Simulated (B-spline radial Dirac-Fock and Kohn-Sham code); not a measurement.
## Total conversion coefficients of Ga against transition energy

Model: a Dirac-Hartree-Slater potential of the neutral atom with a Latter tail (no hole, which puts coefficients of high multipoles low close above an edge), finite nucleus with surface currents. Program: a radial finite-basis atomic code. Subshells within 1 keV of threshold and pair formation are left out.

```
energy (keV)        E1        E4        E5        M1        M2        M5
        11.5      32.1  5.13e+07  5.77e+09      36.1      3150  2.45e+09
        13.2      22.3  1.98e+07  1.99e+09      24.0      1800  8.12e+08
        17.5      10.4  2.84e+06  2.22e+08      10.4       581  9.01e+07
          20      7.18  1.15e+06  7.87e+07      6.99       341  3.30e+07
        25.1      3.80    251000  1.36e+07      3.57       138  6.34e+06
        40.9     0.929     11200    337000     0.861      20.6    225000
        46.7     0.629      5040    128000     0.588      12.4     94000
          50     0.514      3350     78000     0.484      9.56     60300
          57     0.349      1550     30600     0.334      5.83     25900
        63.6     0.252       824     14200     0.245      3.86     12800
        92.4    0.0820       100      1130    0.0873     0.981      1230
         100    0.0646      64.7       669    0.0704     0.739       757
         130    0.0293      15.4       123    0.0348     0.292       154
         149    0.0195      7.39      51.9    0.0243     0.183      68.6
         200   0.00811      1.56      8.49    0.0114    0.0678      12.5
         288   0.00283     0.244      1.00   0.00460    0.0210      1.68
         394   0.00120    0.0542     0.179   0.00217   0.00807     0.332
         409   0.00108    0.0457     0.147   0.00199   0.00722     0.276
         416   0.00104    0.0423     0.135   0.00191   0.00687     0.254
         422  0.000999    0.0396     0.125   0.00185   0.00659     0.237
         500  0.000649    0.0187    0.0532   0.00125   0.00404     0.105
         568  0.000476    0.0109    0.0289  0.000940   0.00282    0.0580
        1000  0.000141   0.00137   0.00272  0.000280  0.000642   0.00547
        1010  0.000138   0.00133   0.00262  0.000275  0.000627   0.00527
        1050  0.000128   0.00117   0.00228  0.000254  0.000570   0.00455
        1370  7.96e-05  0.000531  0.000928  0.000150  0.000304   0.00176
        2000  4.36e-05  0.000199  0.000308  7.44e-05  0.000132  0.000527
        2180  3.84e-05  0.000162  0.000245  6.39e-05  0.000110  0.000410
        2210  3.76e-05  0.000157  0.000237  6.24e-05  0.000107  0.000394
```

Q: How fast do they fall between 2000 and 2210 keV?

A: As powers of the energy: E1 E^-1.47, E4 E^-2.36, E5 E^-2.63, M1 E^-1.77, M2 E^-2.08, M5 E^-2.92. Within one type (E or M) the higher multipoles fall faster.

Values without a named source are computed, but for edge energies of neutral atoms, which are taken from tables.
